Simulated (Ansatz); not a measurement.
`F[SiH2][O][GeH3]` + `NBO` → `NBO[SiH2]F` + `[OH][GeH3]`  (ligand exchange at the Si–O bond)

Calculated with Ansatz (gas phase, PBE0-D4/def2-TZVP geometries, no zero-point term in ΔE). CBS: MP2 limit from def2 TZ/QZ plus the TZ coupled-cluster correction, frozen cores. This one scheme is used for every species. Functionals use def2-TZVPP. For Ge outer-core shells are correlated without core-valence functions, which leaves a few kJ/mol of doubt a bond. Scalar relativity is left out up to krypton. One conformer a species, not always the lowest.

```json
{"species": "`F[SiH2][O][GeH3]`", "r2SCAN energy (Eh)": "-2544.66977"}
{"species": "`NBO`", "r2SCAN energy (Eh)": "-157.30807"}
{"species": "`NBO[SiH2]F`", "r2SCAN energy (Eh)": "-547.34536"}
{"species": "`[OH][GeH3]`", "r2SCAN energy (Eh)": "-2154.62656"}
```

(1) Work out ΔE.

Largest T1 diagnostic among the species: 0.012.

Answers

(1) ΔE = (-547.34536) + (-2154.62656) − (-2544.66977) − (-157.30807) = 0.00592 Eh = +15.5 kJ/mol. CCSD(T)/CBS gives +16.4 kJ/mol.
